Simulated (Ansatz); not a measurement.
C₃F₆, SMILES `FC1(F)C(F)(F)C1(F)F` from Hartree–Fock to CCSD(T)

Cartesian coordinates in Å:
```
F -1.403 -1.000 -0.921
C -0.188 -0.537 -0.668
F 0.709 -0.976 -1.537
C 0.231 -0.332 0.779
F 1.481 -0.600 1.125
F -0.632 -0.624 1.741
C -0.042 0.869 -0.111
F 0.979 1.612 -0.512
F -1.134 1.588 0.104
```

The species carries charge 0 and has multiplicity 1. Geometry: relaxed with PBE0-D4/def2-TZVP. Frozen core, restricted reference, the Gaussian-basis code of Ansatz.

```json
{"basis": "def2-SVP", "HF (Eh)": "-709.56660", "MP2 corr.": "-1.47358"}
{"basis": "def2-TZVPP", "HF (Eh)": "-710.44877", "MP2 corr.": "-1.93575"}
{"basis": "def2-QZVPP", "HF (Eh)": "-710.47887", "MP2 corr.": "-2.11112"}
```

Task: Estimate the CCSD correlation energy and the (T) correction in each basis where they were run (hartree).

Result: 
| basis | CCSD corr. | (T) |
| --- | --- | --- |
| def2-SVP | -1.49788 | -0.03355 |
